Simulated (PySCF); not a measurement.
Ge(F)(Br)2(NH2) (Br2FGeH2N), SMILES [NH2][Ge]([F])([Br])[Br].

Geometry optimised at PBE-D3(BJ)/def2-SVP. The values are those of a single conformer.

These are HF/def2-TZVP (PySCF) values and carry that method's errors.

Computed frontier levels, gap, dipole moment and polarisability:
The highest occupied level is -11.74 eV. The lowest empty level comes out as 1.87 eV. The orbital gap is 13.62 eV and the dipole moment is 3.01 D. The quadrupole, principal values (traceless, Buckingham form, about the centre of nuclear charge) comes out as -9.10, -0.07, 9.18 D·Å and the mean static polarisability is 68.8 bohr³ (10.19 Å³). The polarisability, principal values is 54.4, 68.5, 83.4 bohr³.
